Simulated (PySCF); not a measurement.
A GIAO shielding run with PySCF 2.14 (density fitting, non-relativistic, gas phase) on `InChI=1S/C4H10F2OSi/c1-7-8-3-4(6)2-5/h4H,2-3,8H2,1H3/t4-/m1/s1`:

```
$ OMP_NUM_THREADS=1 python probes_run.py task.json out

{"job": {"kind": "nmr", "xc": "PBE0", "basis": "pcSseg-1"}, "charge": 0, "multiplicity": 1}
C      2.436013     0.917146    -0.422348
O      1.610339     0.353925     0.557077
Si     0.798564    -1.041369     0.623244
C     -0.644855    -1.217545    -0.631512
C     -1.384351     0.061465    -0.988701
F     -0.535089     0.932204    -1.651895
C     -1.932499     0.814275     0.222435
F     -2.862859     0.039711     0.862562
H      1.855464     1.192113    -1.304377
H      2.891619     1.812504     0.002640
H      3.222050     0.217754    -0.714457
H      0.314339    -0.936127     1.992178
H      1.660486    -2.202747     0.376058
H     -1.381262    -1.909392    -0.225092
H     -0.286540    -1.657088    -1.564576
H     -2.202802    -0.142566    -1.694995
H     -1.134552     1.034916     0.936391
H     -2.432824     1.737137    -0.089785
```

Hardware: 1 thread of an Arm Neoverse N1, shared host. The job also computes population analyses, field gradients.

(1) How large is the calculation?

(2) How long does it take, and how much memory does it need?

Answers

(1) 74 electrons, 193 basis functions and 1024 auxiliary functions.

(2) 70 s of wall time, with 14 SCF cycles and 4 response iterations; peak memory 0.85 GiB. Times on a shared host scatter by some tens of per cent.
